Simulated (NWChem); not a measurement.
System: C₅H₅F; SMILES C=C[C@H](C#C)F

The following NWChem deck was run.

```
start job
memory heap 200 mb stack 900 mb global 1100 mb
geometry units angstroms noautosym nocenter noautoz
  C     -0.536081    -2.481714     0.297762
  C     -0.132063    -1.382139    -0.048697
  C      0.334867    -0.059466    -0.485003
  F      1.474001     0.310580     0.226141
  C     -0.750367     0.985210    -0.341151
  C     -0.614944     2.091201     0.403565
  H     -0.891131    -3.453253     0.612822
  H      0.629503    -0.130740    -1.561269
  H     -1.677577     0.769707    -0.898748
  H     -1.428231     2.828250     0.479674
  H      0.316915     2.285304     0.955718
end
basis spherical
  C library 6-31g*
  F library 6-31g*
  H library 6-31g*
end
dft
  xc xpbe96 cpbe96
  iterations 150
end
cosmo
  do_cosmo_smd true
  solvent water
end
task dft energy
```

Structure relaxed at the PBE-D3(BJ)/def2-SVP level. Solvent: water.

Level: PBE/6-31G* with SMD (1 M gas to 1 M solution), gas-phase geometry.

**Question.** What results follow from this input? (PBE/6-31G* (spherical d), SMD on the gas-phase geometry.) Quantities: solvation free energy (kcal/mol); cavity-dispersion-structure term (kcal/mol); dipole in solution (D).

**Answer.** 
```
Quantity                                     Result
-------------------------------------------  ------
solvation free energy (kcal/mol)               -0.3
cavity-dispersion-structure term (kcal/mol)     5.6
dipole in solution (D)                         1.93
```
